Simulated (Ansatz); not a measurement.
**AlOF2 (SMILES [O][Al]([F])[F]): the energy, rung by rung**

AlOF2: 4 atoms, total charge 0, spin state doublet. SMILES: `[O][Al]([F])[F]`. The shape is that of a PBE0-D4/def2-TZVP optimisation.

```xyz
4

O     0.6829   -0.9109    1.2600
Al   -0.0006    0.0043   -0.0324
F    -1.4772   -0.4016   -0.5925
F     0.8504    1.2479   -0.6553
```

Each level gives the energy change with the Al2–F4 bond stretched from 1.631 to 4.076 Å (eV). The values are calculated.

```json
{"level": "UHF/STO-3G", "kind": "Hartree–Fock", "program": "Ansatz", "value (eV)": "4.17", "less FCI/STO-3G": "+0.01", "CPU time (all runs)": "1.4 s"}
{"level": "U-revPBE/STO-3G", "kind": "GGA", "program": "Ansatz", "value (eV)": "5.24", "less FCI/STO-3G": "+1.08", "CPU time (all runs)": "49 s"}
{"level": "UBLYP/STO-3G", "kind": "GGA", "program": "Ansatz", "value (eV)": "5.35", "less FCI/STO-3G": "+1.19", "CPU time (all runs)": "39 s"}
{"level": "UB3LYP/STO-3G", "kind": "global hybrid", "program": "Ansatz", "value (eV)": "5.56", "less FCI/STO-3G": "+1.40", "CPU time (all runs)": "40 s"}
{"level": "UBHLYP/STO-3G", "kind": "global hybrid", "program": "Ansatz", "value (eV)": "5.40", "less FCI/STO-3G": "+1.24", "CPU time (all runs)": "33 s"}
{"level": "UPBE0/STO-3G", "kind": "global hybrid", "program": "Ansatz", "value (eV)": "5.54", "less FCI/STO-3G": "+1.38", "CPU time (all runs)": "33 s"}
{"level": "UCCSD(T)/STO-3G", "kind": "coupled cluster or CI", "program": "Ansatz", "value (eV)": "4.23", "less FCI/STO-3G": "+0.07", "CPU time (all runs)": "2.4 s"}
{"level": "UCCSDT(Q)/STO-3G", "kind": "coupled cluster or CI", "program": "Ansatz", "value (eV)": "4.11", "less FCI/STO-3G": "-0.05", "CPU time (all runs)": "13 s"}
{"level": "FCI/STO-3G", "kind": "exact in the basis", "program": "Ansatz", "value (eV)": "4.16", "less FCI/STO-3G": "0.00", "CPU time (all runs)": "5.4 min"}
```

FCI/STO-3G is exact within its basis and frozen core, so for wave-function methods in that basis the difference is their error; functionals converge differently with the basis, so for them it is only a difference. The first shape isn't each level's own minimum. The values span 4.11 to 5.56 eV. Spin contamination of the reference (⟨S²⟩ at least 0.1 too high) touches UHF/STO-3G, U-revPBE/STO-3G, UBLYP/STO-3G, UB3LYP/STO-3G, UBHLYP/STO-3G, UPBE0/STO-3G, UCCSD(T)/STO-3G, UCCSDT(Q)/STO-3G. All rows use very small basis sets, so even the best lies far from the true value. CPU times are rough (shared hosts, several kinds of processor): they show what a rung costs within a factor of a few.
